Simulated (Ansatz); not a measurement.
Relaxation of AlClH5NO (9 atoms, charge 0, multiplicity 1), to a largest force component of 0.03 eV/Å in at most 50 steps.

All numbers below come from RKS PBE-D4/6-31G* (Ansatz 0.2.0).

```xyz
9
Properties=species:S:1:pos:R:3
Al -0.140 -0.083 -0.042
O -0.110 -0.298 1.713
H -0.962 -0.452 2.161
H 1.255 0.133 -0.758
N -1.668 -0.248 -0.948
H -2.595 -0.413 -0.557
H -1.735 -0.055 -1.947
Cl 0.288 2.982 1.433
H 0.376 1.814 2.091
```

Where does it end, and by what steps?

The run converged. After 25 steps the energy has fallen by 1.293 eV; H9 moved furthest, 1.49 Å. Parted: Cl8–H9 (1.34 → 3.04 Å). Joined: Al1–Cl8 (3.43 → 2.16 Å), O2–H9 (2.20 → 0.98 Å).

```tsv
step	energy less start (eV)	largest force component (eV/Å)	accepted
0	0.0000	0.729	yes
1	-0.0952	0.205	yes
2	-0.1314	0.343	yes
3	-0.1382	0.436	yes
4	-0.1420	0.092	yes
5	-0.1425	0.030	yes
6	-0.1435	0.044	yes
7	-0.1540	0.190	yes
8	-0.1899	0.268	yes
9	-0.2290	0.389	yes
10	-0.2844	0.619	yes
11	-0.3750	0.986	yes
12	-0.7522	0.819	yes
13	-0.9404	1.893	yes
14	-1.0761	0.497	yes
15	-1.0894	1.185	yes
16	-1.1929	0.244	yes
17	-1.2130	0.149	yes
18	-1.2323	0.564	yes
19	-1.2606	0.505	yes
20	-1.2831	0.304	yes
21	-1.2887	0.147	yes
22	-1.2918	0.190	yes
23	-1.2926	0.070	yes
24	-1.2930	0.032	yes
25	-1.2931	0.015	yes
```

```xyz
9
Properties=species:S:1:pos:R:3
Al 0.119 0.742 -0.075
O -0.060 -0.155 1.705
H -0.984 -0.411 1.308
H 1.438 0.234 -0.802
N -1.542 -0.060 -0.370
H -2.359 0.546 -0.487
H -1.621 -0.824 -1.047
Cl -0.064 2.818 0.484
H -0.218 0.489 2.430
```

Time of the run: 74 s on 1 thread of Arm Neoverse V2, on a shared host, peak memory 0.14 GiB.
